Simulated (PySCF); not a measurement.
**Excitation energy of Cd by level of theory**

Cd [Kr] 4d10 5s2 (1S) → Cd [Kr] 4d10 5s1 5p1 (3P), as a difference of total energies. Computed with PySCF 2.14 in aug-cc-pwCVDZ-PP with ECP28MDF, with scalar relativity through the core potential. Correlated levels: valence and next inner shell: nothing frozen outside the core potential. The calculations carry no spin-orbit coupling.

```csv
method,excitation energy (eV),error (eV)
UHF,2.500,-1.374
MP2 (valence and next inner shell),3.912,+0.038
SCS-MP2 (valence and next inner shell),3.942,+0.068
CCSD (valence and next inner shell),3.725,-0.149
CCSD(T) (valence and next inner shell),3.835,-0.039
```

Reference: 3.874 eV (measured; NIST levels, between the centres of gravity of the two terms).

Errors of the correlated levels include the incompleteness of this basis.
